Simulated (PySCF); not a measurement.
# Ionisation energy of S⁴⁺ by level of theory

S⁴⁺ [Ne] 3s2 (1S) → S⁵⁺ [Ne] 3s1 (2S), as a difference of total energies. All numbers are calculated (PySCF 2.14, the spin-free X2C one-electron Hamiltonian (Gaussian nucleus), in an uncontracted even-tempered set (20 s from 0.13 bohr⁻², ratio 2.5; 12 p from 0.17 bohr⁻², ratio 2.5; 5 d from 0.94 bohr⁻², ratio 2.7; 5 f from 1.4 bohr⁻², ratio 2.7)). Correlated levels: outer shells: 1s2 frozen; virtual orbitals above 40 to 60 times the deepest correlated orbital energy dropped. The calculations carry no spin-orbit coupling.

```csv
method,ionisation energy (eV),error (eV)
UHF,70.805,-1.789
MP2 (outer shells),72.250,-0.344
SCS-MP2 (outer shells),72.387,-0.207
CCSD (outer shells),72.509,-0.085
CCSD(T) (outer shells),72.560,-0.034
```

Reference: 72.594 eV (measured; NIST Atomic Spectra Database, ionization energies).
